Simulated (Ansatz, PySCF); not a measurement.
Isomers of CH6OSi: 1 is C[SiH2]O, 2 is [SiH3]OC; one conformer of each (the lowest of an xTB search), B3LYP-D3(BJ)/def2-TZVP minima.
Isomer 1 (charge 0, multiplicity 1):
```xyz
9

C     -1.2352    -0.1949     0.0484
Si     0.5249     0.4056     0.0297
O      1.4788    -0.9225    -0.2378
H     -1.9223     0.6366     0.2209
H     -1.3855    -0.9308     0.8403
H     -1.4962    -0.6604    -0.9038
H      0.8779     1.0504     1.3220
H      0.7274     1.4181    -1.0401
H      2.4301    -0.8021    -0.2795
```
Isomer 2 (charge 0, multiplicity 1):
```xyz
9

C      1.34138    -0.25451    -0.15916
O      0.25096    -0.11547     0.73716
Si    -1.28139     0.23433     0.25020
H      2.23389    -0.47532     0.42568
H      1.17341    -1.07403    -0.86551
H      1.51202     0.66755    -0.72444
H     -1.32659     1.53597    -0.46478
H     -2.10643     0.29186     1.47257
H     -1.79725    -0.81040    -0.67171
```

No zero-point or thermal terms.

Cores are frozen in the correlated methods. Rows in 6-31G* carry no dispersion term and start afresh at each structure (6-31G* with six Cartesian d functions).

Programs: Ansatz (an electronic-structure program) with Gaussian orbitals; PySCF for 6-31G* rows. 

Problem. One of these levels gives 24.43 kcal/mol for the electronic energy of isomer 2 less that of isomer 1. Which?
(A) SCS-MP2/cc-pV(D+d)Z
(B) BP86/6-31G*
(C) PBE/def2-TZVPP

Solution. C, PBE/def2-TZVPP. The others give 17.26 (BP86/6-31G*), 20.76 (SCS-MP2/cc-pV(D+d)Z)
